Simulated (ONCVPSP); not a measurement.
# Before and after: ONCV potential for lanthanum

| Item | Value |
| --- | --- |
| Element | La |
| Generator | ONCVPSP 4.0.1 |
| Type | optimised norm-conserving Vanderbilt (ONCV) |
| Functional | PBE |
| Relativity | scalar-relativistic |
| Frozen core | [Kr] 4d10 |
| Valence charge | 11 |
| Reference configuration | 5s2 5p6 5d1 6s1 (charge +1) |
| Partial waves | 5s+6s: rc 2.40 bohr, ncon 5, nbas 10, qcut 5.3 1/bohr, 2 projectors; 5p: rc 2.20 bohr, ncon 3, nbas 8, qcut 7.9 1/bohr, 2 projectors, debl 1.3 Ha; 5d: rc 4.00 bohr, ncon 3, nbas 8, qcut 3.7 1/bohr, 2 projectors, debl 2.7 Ha; f scattering state at 0.38 Ha: rc 3.00 bohr, ncon 4, nbas 8, qcut 3.9 1/bohr, 2 projectors, debl 3.2 Ha |
| Local potential | polynomial inside 1.60 bohr (lpopt 4, dvloc0 0 Ha) |
| Core correction | polynomial model core, fcfact 0.4 |

In the f channel the program set the typed energies aside and used -0.374, 2.826 Ha.

All-electron outer shells of the reference configuration (PBE, scalar-relativistic, ld1.x):

```csv
shell,level (eV),outermost node (bohr),outermost maximum (bohr)
5s,-44.74,0.77,1.41
5p,-28.20,0.83,1.58
5d,-8.51,0.95,2.19
6s,-8.34,1.85,3.60
```

Change: all radii but the core radius scaled by about 1.19 (s 2.86, p 2.62, d 4.78, f 3.58 bohr); local potential polynomial inside 1.92 bohr (lpopt 4, dvloc0 0 Ha).

Cutoffs: the cutoffs (Ha) at which the residual kinetic energy of the hardest occupied pseudo-wave falls to 1 and 0.1 mHa per electron; they do not see the model core or the augmentation charge, which bear on the density cutoff. Errors are all-electron minus pseudo energies relative to the spin-unpolarised reference configuration.

Problem. How do hardness, ghosts and transferability respond?

Solution. The potential gets softer (17 Ha and 20 Ha → 15 Ha and 18 Ha); of the 4 tests that both files solve, the error grows in 4 and shrinks in 0 by more than 15 % and 0.3 meV (median size 5.8 → 33.5 meV); neither file shows a bound ghost. A larger radius leaves more room for a smooth pseudo-wave, so fewer plane waves are needed. More of the atom is replaced by a form fitted at one configuration, so other configurations suffer.

| quantity | base | changed |
| --- | --- | --- |
| cutoff, loose | 17 Ha | 15 Ha |
| cutoff, tight | 20 Ha | 18 Ha |
| loose cutoff by channel | s 10 Ha, p 17 Ha, d 4.5 Ha | s 8.5 Ha, p 15 Ha, d 4.0 Ha |
| bound ghosts | none | none |
| GHOST(+) flags under 300 eV | s at 101.6 eV | d at 76.5 eV |
| error for 5s2 5p6 5d1 6s2, meV [ΔE -5.97 eV] | +0.7 | -16 |
| error for 5s2 5p6 5d1 6s0, meV [ΔE 10.89 eV] | -6.0 | -37 |
| error for 5s2 5p6 5d0 6s0, meV [ΔE 29.84 eV] | +72 | +159 |
| error for 5s2 5p6 5d1.5 6s1.5, meV [ΔE -5.62 eV] | +5.6 | -30 |
| rms error of d²Exc/dni dnj with the model core, mHa | 0.64 | 1.40 |

Base: The cutoffs count occupied waves only; projector 2 of the f channel, the hardest unoccupied one, needs 41 Ha at the loose tolerance.
